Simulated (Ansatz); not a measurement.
Coupled-cluster diagnostics for Li₃Al⁻ (the lowest doublet isomer of a short search), Ansatz.

Geometry of the doublet (r2SCAN-D4/def2-TZVPD):

```xyz
4

Li   -0.9495   -1.3698    0.4696
Li   -0.9357    1.6138    0.4116
Li    1.6842   -0.2873    0.6854
Al    0.2009    0.0434   -1.5667
```

Correlated methods freeze 5 core orbitals; core or outer-core shells of Li are correlated, in sets that lack core-valence functions. In CCSD on the charge -1 quartet the largest single amplitude is 0.31, so its Hartree–Fock determinant may place the open shell otherwise than the density functionals do. The geometry of the doublet was relaxed on an unsound state (⟨S²⟩ 1.39, where a pure state has 0.75). At PBE0-D4/def2-TZVPD a triplet of charge 0 lies 0.59 eV below the restricted singlet at the same geometry. The structure comes from a short search, and lower isomers may exist.

Geometry of the charge -1 quartet (r2SCAN-D4/def2-TZVPD):

Cartesian coordinates in Å:
```
Li 1.671 0.485 -0.224
Li -0.453 0.128 1.691
Li -1.058 0.979 -1.000
Al -0.161 -1.592 -0.467
```

Question: Estimate the CCSD(T) correlation energy, the shares of MP2 and (T), T1 and the reference's ⟨S²⟩ for: charge -1, doublet, own geometry in def2-TZVPPD; charge -1, quartet, own geometry in def2-TZVPPD; charge 0, singlet, vertical in def2-TZVPPD; and the rough time on 4 threads of Arm Neoverse V1 on a shared host.

Answer: 
| state | basis | correlation (eV) | MP2 share (%) | (T) share (%) | T1 | ⟨S²⟩ (pure) | wall time | remarks |
| --- | --- | --- | --- | --- | --- | --- | --- | --- |
| charge -1, doublet, own geometry | def2-TZVPPD | -6.446 | 76.2 | 5.4 | 0.106 | 2.31 (0.75) | 9.5 s | large T1 (0.106), spin-contaminated (⟨S²⟩ 2.31) |
| charge -1, quartet, own geometry | def2-TZVPPD | -6.414 | 77.1 | 4.9 | 0.108 | 4.30 (3.75) | 8.5 s | large T1 (0.108), spin-contaminated (⟨S²⟩ 4.30) |
| charge 0, singlet, vertical | def2-TZVPPD | -6.782 | 81.2 | 4.5 | 0.023 | 0.00 (0.00) | 7.5 s | large T1 (0.023), restricted SCF unstable |
Customary marks for T1 are 0.02 (closed shells), 0.045 (open shells) and about 0.05 (3d metals). T1 exceeds 0.02 in 3 of 3 rows and 0.045 in 2; the higher it lies, the less the single-reference result can be trusted.
